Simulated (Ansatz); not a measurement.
One change: `[NH2][GaH][O][SiH3]` becomes `[SiH3][O][GaH][Br]`.

Ansatz, PBE0-D4/def2-TZVP geometries, multiplicity 1. Each molecule was computed in one conformer, which needn't be the lowest.

Scalar relativity is left out up to krypton. Spin–orbit coupling is left out; it splits and shifts lone-pair levels of the heavy atoms by tenths of an eV.

```csv
property,`[NH2][GaH][O][SiH3]`
HOMO energy (B3LYP/def2-TZVPP) / eV,-7.30
HOMO–LUMO gap (PBE0/def2-TZVPP) / eV,7.15
HOMO energy (PBE0/def2-TZVPP) / eV,-7.54
LUMO energy (PBE0/def2-TZVPP) / eV,-0.39
LUMO energy (B3LYP/def2-TZVPP) / eV,-0.68
LUMO energy (ωB97M-V/def2-TZVPP) / eV,1.25
```

(1) What does the change do to each property? (Best estimate.)

Results:

(1) Ansatz gave: 
| property | `[SiH3][O][GaH][Br]` | shift |
| --- | --- | --- |
| HOMO energy (B3LYP/def2-TZVPP) / eV | -8.30 | -1.00 |
| HOMO–LUMO gap (PBE0/def2-TZVPP) / eV | 7.11 | -0.04 |
| HOMO energy (PBE0/def2-TZVPP) / eV | -8.57 | -1.03 |
| LUMO energy (PBE0/def2-TZVPP) / eV | -1.46 | -1.07 |
| LUMO energy (B3LYP/def2-TZVPP) / eV | -1.73 | -1.05 |
| LUMO energy (ωB97M-V/def2-TZVPP) / eV | 0.24 | -1.01 |

The zero-point energy changes by -63.8 kJ/mol with -6 modes.

B3LYP here is the variant with VWN-RPA as its local correlation; programs differ in this.
